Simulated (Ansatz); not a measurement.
Ansatz (a program for electronic structure) input (B3LYP/LANL2DZ): The .json file is the Basis Set Exchange's LANL2DZ.

Ansatz 0.2 input:
```yaml
crystal:
  periodic: [false, false, false]
  atoms:
    - {symbol: Cd, position_ang: [-0.00000000, -0.00000000, -1.11203649]}
    - {symbol: Br, position_ang: [0.00000000, 0.00000000, 1.52507861]}
basis:
  gaussian:
    orbitals: LANL2DZ.json
hamiltonian:
  xc: {name: B3LYP}
magnetization: {spin_polarized: true, initial_magnetization: 1}
phonons: {temperatures: {t_min: 298.15, t_max: 298.15, t_step: 100}}
```

Output:

```
Functional definition: B3LYP
integrals: 0.01 GiB planned
434 factors; integrals over basis functions are off by at most 1.4e-4 eV
mean field: 0.10 GiB planned
mean field evaluation 1: about -1665.8933 eV, gradient 9.3e0 eV
mean field evaluation 2: about -1664.0321 eV, gradient 1.7e1 eV
mean field evaluation 4: about -1666.9262 eV, gradient 3.9e-1 eV
mean field evaluation 8: about -1666.9563 eV, gradient 1.6e-2 eV
mean field -1666.95633553 eV, -61.2595154272 hartree, gradient 2.4e-5 eV, S^2 0.752584; 0 other end points of the search recorded, 0 dependent functions left out
the calculation of the forces begins
reference -1666.95652155 eV, -61.2595222631 hartree; 10, 9 occupied and 16, 17 virtual orbitals, 434 factors
these checks for a lower state are left out or cut short: stability, starts, cluster_reference, orbital_swaps, neighbouring_geometries, increment
integrals: 0.01 GiB planned
434 factors; integrals over basis functions are off by at most 1.4e-4 eV
mean field: 0.10 GiB planned
mean field evaluation 16: about -1666.9270 eV, gradient 1.1e-1 eV
mean field -1666.95633553 eV, -61.2595154272 hartree, gradient 1.2e-6 eV, S^2 0.752584; 0 other end points of the search recorded, 0 dependent functions left out
the calculation of the forces begins
reference -1666.95652155 eV, -61.2595222631 hartree; 10, 9 occupied and 16, 17 virtual orbitals, 434 factors
these checks for a lower state are left out or cut short: stability, starts, cluster_reference, orbital_swaps, neighbouring_geometries, increment
integrals: 0.01 GiB planned
434 factors; integrals over basis functions are off by at most 1.4e-4 eV
mean field: 0.10 GiB planned
mean field -1666.95633553 eV, -61.2595154272 hartree, gradient 1.2e-6 eV, S^2 0.752584; 0 other end points of the search recorded, 0 dependent functions left out
the calculation of the forces begins
reference -1666.95652155 eV, -61.2595222631 hartree; 10, 9 occupied and 16, 17 virtual orbitals, 434 factors
these checks for a lower state are left out or cut short: stability, starts, cluster_reference, orbital_swaps, neighbouring_geometries, increment
integrals: 0.01 GiB planned
434 factors; integrals over basis functions are off by at most 1.4e-4 eV
mean field: 0.10 GiB planned
mean field evaluation 32: about -1666.9563 eV, gradient 3.9e-6 eV
mean field -1666.95633553 eV, -61.2595154272 hartree, gradient 1.2e-6 eV, S^2 0.752584; 0 other end points of the search recorded, 0 dependent functions left out
the calculation of the forces begins
reference -1666.95652155 eV, -61.2595222631 hartree; 10, 9 occupied and 16, 17 virtual orbitals, 434 factors
these checks for a lower state are left out or cut short: stability, starts, cluster_reference, orbital_swaps, neighbouring_geometries, increment
integrals: 0.01 GiB planned
434 factors; integrals over basis functions are off by at most 1.4e-4 eV
mean field: 0.10 GiB planned
mean field -1666.95633553 eV, -61.2595154272 hartree, gradient 1.2e-6 eV, S^2 0.752584; 0 other end points of the search recorded, 0 dependent functions left out
the calculation of the forces begins
reference -1666.95652155 eV, -61.2595222631 hartree; 10, 9 occupied and 16, 17 virtual orbitals, 434 factors
these checks for a lower state are left out or cut short: stability, starts, cluster_reference, orbital_swaps, neighbouring_geometries, increment
integrals: 0.01 GiB planned
434 factors; integrals over basis functions are off by at most 1.4e-4 eV
mean field: 0.10 GiB planned
mean field -1666.95631662 eV, -61.2595147321 hartree, gradient 8.2e-7 eV, S^2 0.752570; 0 other end points of the search recorded, 0 dependent functions left out
the calculation of the forces begins
reference -1666.95650261 eV, -61.2595215671 hartree; 10, 9 occupied and 16, 17 virtual orbitals, 434 factors
these checks for a lower state are left out or cut short: stability, starts, cluster_reference, orbital_swaps, neighbouring_geometries, increment
integrals: 0.01 GiB planned
434 factors; integrals over basis functions are off by at most 1.4e-4 eV
mean field: 0.10 GiB planned
mean field -1666.95631635 eV, -61.2595147224 hartree, gradient 8.0e-7 eV, S^2 0.752598; 0 other end points of the search recorded, 0 dependent functions left out
the calculation of the forces begins
reference -1666.95650239 eV, -61.2595215592 hartree; 10, 9 occupied and 16, 17 virtual orbitals, 434 factors
these checks for a lower state are left out or cut short: stability, starts, cluster_reference, orbital_swaps, neighbouring_geometries, increment
integrals: 0.01 GiB planned
434 factors; integrals over basis functions are off by at most 1.4e-4 eV
mean field: 0.10 GiB planned
mean field evaluation 64: about -1666.9563 eV, gradient 1.2e-6 eV
mean field -1666.95633553 eV, -61.2595154272 hartree, gradient 1.2e-6 eV, S^2 0.752584; 0 other end points of the search recorded, 0 dependent functions left out
the calculation of the forces begins
reference -1666.95652155 eV, -61.2595222631 hartree; 10, 9 occupied and 16, 17 virtual orbitals, 434 factors
these checks for a lower state are left out or cut short: stability, starts, cluster_reference, orbital_swaps, neighbouring_geometries, increment
integrals: 0.01 GiB planned
434 factors; integrals over basis functions are off by at most 1.4e-4 eV
mean field: 0.10 GiB planned
mean field -1666.95633553 eV, -61.2595154272 hartree, gradient 1.2e-6 eV, S^2 0.752584; 0 other end points of the search recorded, 0 dependent functions left out
the calculation of the forces begins
reference -1666.95652155 eV, -61.2595222631 hartree; 10, 9 occupied and 16, 17 virtual orbitals, 434 factors
these checks for a lower state are left out or cut short: stability, starts, cluster_reference, orbital_swaps, neighbouring_geometries, increment
integrals: 0.01 GiB planned
434 factors; integrals over basis functions are off by at most 1.4e-4 eV
mean field: 0.10 GiB planned
mean field -1666.95633553 eV, -61.2595154272 hartree, gradient 1.2e-6 eV, S^2 0.752584; 0 other end points of the search recorded, 0 dependent functions left out
the calculation of the forces begins
reference -1666.95652155 eV, -61.2595222631 hartree; 10, 9 occupied and 16, 17 virtual orbitals, 434 factors
these checks for a lower state are left out or cut short: stability, starts, cluster_reference, orbital_swaps, neighbouring_geometries, increment
integrals: 0.01 GiB planned
434 factors; integrals over basis functions are off by at most 1.4e-4 eV
mean field: 0.10 GiB planned
mean field -1666.95633553 eV, -61.2595154272 hartree, gradient 1.2e-6 eV, S^2 0.752584; 0 other end points of the search recorded, 0 dependent functions left out
the calculation of the forces begins
reference -1666.95652155 eV, -61.2595222631 hartree; 10, 9 occupied and 16, 17 virtual orbitals, 434 factors
these checks for a lower state are left out or cut short: stability, starts, cluster_reference, orbital_swaps, neighbouring_geometries, increment
integrals: 0.01 GiB planned
434 factors; integrals over basis functions are off by at most 1.4e-4 eV
mean field: 0.10 GiB planned
mean field -1666.95631635 eV, -61.2595147224 hartree, gradient 8.0e-7 eV, S^2 0.752598; 0 other end points of the search recorded, 0 dependent functions left out
the calculation of the forces begins
reference -1666.95650239 eV, -61.2595215592 hartree; 10, 9 occupied and 16, 17 virtual orbitals, 434 factors
these checks for a lower state are left out or cut short: stability, starts, cluster_reference, orbital_swaps, neighbouring_geometries, increment
integrals: 0.01 GiB planned
434 factors; integrals over basis functions are off by at most 1.4e-4 eV
mean field: 0.10 GiB planned
mean field evaluation 96: about -1666.9563 eV, gradient 7.0e-5 eV
mean field -1666.95631662 eV, -61.2595147321 hartree, gradient 8.2e-7 eV, S^2 0.752570; 0 other end points of the search recorded, 0 dependent functions left out
the calculation of the forces begins
reference -1666.95650261 eV, -61.2595215671 hartree; 10, 9 occupied and 16, 17 virtual orbitals, 434 factors
Total energy: -1666.95652155 eV, -61.2595222631 hartree
Atom 0 at    -0.000000    -0.000000    -1.112036 Å, force     0.000000    -0.000000     0.000082 eV/Å
Atom 1 at     0.000000     0.000000     1.525079 Å, force    -0.000000     0.000000    -0.000082 eV/Å
Dipole moment:    -0.000000    -0.000000    -0.852842 e Å
Vibrations: 188.38 cm⁻¹, zero-point energy 0.011678 eV
```

The blocks after the first are displaced geometries, from whose forces the wavenumbers follow.
